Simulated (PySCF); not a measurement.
BeFHO. Atoms are numbered in the order given.

```xyz
4

Be     0.0009     0.0417     0.0000
F     -0.0158     1.4333     0.0000
O      0.0933    -1.3796     0.0000
H     -0.6079    -2.0295     0.0000
```

Geometry: TPSSh-D3(BJ)/def2-TZVP. Other conformers were not sampled.

Method: M06-2X/def2-TZVPD (PySCF).

Symmetry labels are those of the subgroup Cs that the program uses (full group Cs).

### Question
List the valence orbital energies around the gap with their symmetry. (The exact figures need the calculation; the answer reports its results.)

### Answer

```csv
orbital,symmetry,energy (eV)
HOMO−7,A',-35.22
HOMO−6,A',-30.16
HOMO−5,A',-16.29
HOMO−4,A',-15.10
HOMO−3,A",-13.83
HOMO−2,A',-13.81
HOMO−1,A',-11.92
HOMO,A",-11.36
LUMO,A',-0.51
LUMO+1,A',0.52
LUMO+2,A",0.61
LUMO+3,A',0.66
```
